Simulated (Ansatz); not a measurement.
Consider the ligand exchange at the Si–O bond: `O[SiH](O)[SiH](O)F` + H–F → `O[Si@H](F)[Si@@H](O)F` + H₂O.

Program: Ansatz. Geometries: PBE0-D4/def2-TZVP. ΔE: electronic, gas phase. CCSD(T)/CBS adds triple-zeta CCSD(T) − MP2 to the extrapolated MP2 energy (def2 sets, frozen cores). This one scheme is used for every species. DFT in def2-TZVPP. B3LYP here is the variant with VWN-RPA as its local correlation; programs differ in this. Each species was taken in one conformer, which may not be the lowest.

(1) Is it downhill or uphill in electronic energy at CCSD(T)/CBS, and by how much? (Best estimate.)

(2) What do these levels give: B3LYP-D4, B2PLYP, PBE0, SCS-MP2/def2-TZVPP, MP2/def2-QZVPP, CCSD/CBS(def2)? (Estimate.)

Largest T1 diagnostic among the species: 0.013.

Results:

(1) The calculation gave: Downhill: ΔE = -8.9 kcal/mol.

(2) Computed: B3LYP-D4 -9.3, B2PLYP -9.5, PBE0 -9.0, SCS-MP2/def2-TZVPP -8.9, MP2/def2-QZVPP -8.5, CCSD/CBS(def2) -9.3 kcal/mol.

The D4 term adds +0.9 kcal/mol with B3LYP and +0.5 kcal/mol with PBE0; it sums over pairs of atoms, weighted by their polarisabilities, and B3LYP, whose exchange is more repulsive, gets the larger term. In def2-TZVPP, CCSD(T) changes the Hartree–Fock value by +2.4 kcal/mol (the triples alone add +0.4 kcal/mol) and MP2 by +2.8 kcal/mol.
